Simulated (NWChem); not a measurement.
System: C₃H₅Br; SMILES BrC(C)=C

Input file for NWChem:

```
start job
memory heap 200 mb stack 900 mb global 1100 mb
geometry units angstroms noautosym nocenter noautoz
  C      1.309892    -1.528559     0.000000
  C      0.113003    -0.943809     0.000000
  C     -1.211093    -1.628176     0.000000
  Br     0.000407     0.956740     0.000000
  H      2.239049    -0.956894     0.000000
  H      1.373598    -2.620470     0.000000
  H     -1.800039    -1.343433     0.885922
  H     -1.076627    -2.719620     0.000000
  H     -1.800039    -1.343433    -0.885922
end
basis spherical
  * library 6-31g*
end
dft
  xc xpbe96 cpbe96
  iterations 150
end
cosmo
  do_cosmo_smd true
  solvent dioxane
end
task dft energy
```

Parts of the log:

```
             Northwest Computational Chemistry Package (NWChem) 7.3.0
             --------------------------------------------------------

                             Geometry "geometry" -> ""
                             -------------------------

 Output coordinates in angstroms (scale by  1.889725989 to convert to a.u.)

  No.       Tag          Charge          X              Y              Z
 ---- ---------------- ---------- -------------- -------------- --------------
    1 C                    6.0000     1.30989200    -1.52855900     0.00000000
    2 C                    6.0000     0.11300300    -0.94380900     0.00000000
    3 C                    6.0000    -1.21109300    -1.62817600     0.00000000
    4 Br                  35.0000     0.00040700     0.95674000     0.00000000
    5 H                    1.0000     2.23904900    -0.95689400     0.00000000
    6 H                    1.0000     1.37359800    -2.62047000     0.00000000
    7 H                    1.0000    -1.80003900    -1.34343300     0.88592200
    8 H                    1.0000    -1.07662700    -2.71962000     0.00000000
    9 H                    1.0000    -1.80003900    -1.34343300    -0.88592200

 Effective nuclear repulsion energy (a.u.)     228.7834393850

  pbe96 is a nonlocal functional; adding pw91lda local functional.

                                 NWChem DFT Module
                                 -----------------

 Summary of "ao basis" -> "ao basis" (spherical)
 ------------------------------------------------------------------------------
       Tag                 Description            Shells   Functions and Types
 ---------------- ------------------------------  ------  ---------------------
 C                           6-31g*                  6       14   3s2p1d
 Br                          6-31g*                 12       32   5s4p3d
 H                           6-31g*                  2        2   2s

 in cosmo_initialize ...
 calling solv_data for solv:dioxane

 solvent parameters
 solvname_short: dioxane
 solvname_long:  1,4-dioxane
 dielec:        2.2099
 dielecinf:     2.0232
 nonaqueous SMD model solvent descriptors
 dielec:        2.2099
 sola:          0.0000
 solb:          0.6400
 solc:          0.0000
 solg:         47.1400
 solh:          0.0000
 soln:          1.4224

[...]

                                COSMO-SMD solvation results
                                ---------------------------

             internal energy in gas <Psi(g)|H|Psi(g)> =     -2690.600586796850
         internal energy in solvent <Psi(s)|H|Psi(s)> =     -2690.600450014334
                               delta internal energy  =         0.000136782516 (    0.09 kcal/mol)
   total free energy in solvent <Psi(s)|H+V/2|Psi(s)> =     -2690.602714219928
 polarization energy contribution <Psi(s)|V/2|Psi(s)> =        -0.002264205594 (   -1.42 kcal/mol)
    total free energy in solvent including G(SMD-CDS) =     -2690.604306740955
                       G(SMD-CDS) energy contribution =        -0.001592521026 (   -1.00 kcal/mol)
     1 M fixed-concentration free energy of solvation =        -0.003719944105 (   -2.33 kcal/mol)

                       DFT Final Molecular Orbital Analysis
                       ------------------------------------

 Vector   27  Occ=2.000000D+00  E=-2.815992D-01
              MO Center= -7.7D-02, -2.4D-02,  3.0D-09, r^2= 3.0D+00
   Bfn.  Coefficient  Atom+Function         Bfn.  Coefficient  Atom+Function
  ----- ------------  ---------------      ----- ------------  ---------------
    55      0.578436  4 Br pz                51     -0.262708  4 Br pz
    59      0.245277  4 Br pz                19      0.239157  2 C  pz
    33     -0.181178  3 C  pz                 5      0.177560  1 C  pz
    23      0.164226  2 C  pz                79     -0.111013  7 H  s
    83      0.111013  9 H  s                  9      0.108788  1 C  pz

 Vector   28  Occ=2.000000D+00  E=-2.476215D-01
              MO Center= -1.0D-02,  7.8D-01, -4.4D-10, r^2= 2.0D+00
   Bfn.  Coefficient  Atom+Function         Bfn.  Coefficient  Atom+Function
  ----- ------------  ---------------      ----- ------------  ---------------
    53      0.763572  4 Br px                57      0.345098  4 Br px
    49     -0.343303  4 Br px                 6     -0.109456  1 C  s
    34      0.106930  3 C  s                 45      0.103041  4 Br px
    32      0.100870  3 C  py                17     -0.091279  2 C  px
     4     -0.082030  1 C  py                82     -0.081464  8 H  s

 Vector   29  Occ=2.000000D+00  E=-2.148660D-01
              MO Center=  4.6D-01, -4.7D-01,  2.7D-09, r^2= 3.1D+00
   Bfn.  Coefficient  Atom+Function         Bfn.  Coefficient  Atom+Function
  ----- ------------  ---------------      ----- ------------  ---------------
    55      0.500501  4 Br pz                 5     -0.368725  1 C  pz
    19     -0.290002  2 C  pz                 9     -0.284518  1 C  pz
    59      0.241280  4 Br pz                51     -0.222073  4 Br pz
    23     -0.176141  2 C  pz                80      0.101047  7 H  s
    84     -0.101047  9 H  s                 47      0.066565  4 Br pz

 Vector   30  Occ=0.000000D+00  E=-2.485222D-02
              MO Center=  5.8D-01, -1.2D+00,  3.5D-09, r^2= 2.5D+00
   Bfn.  Coefficient  Atom+Function         Bfn.  Coefficient  Atom+Function
  ----- ------------  ---------------      ----- ------------  ---------------
     9      0.585000  1 C  pz                23     -0.578412  2 C  pz
    19     -0.465205  2 C  pz                 5      0.418799  1 C  pz
    80      0.203594  7 H  s                 84     -0.203594  9 H  s
    59      0.159993  4 Br pz                55      0.135140  4 Br pz
    79      0.086649  7 H  s                 83     -0.086649  9 H  s

[...]
```

Level: PBE/6-31G* (spherical d), SMD on the gas-phase geometry. The geometry was optimised at PBE0/def2-SVP. Solvent: 1,4-dioxane.
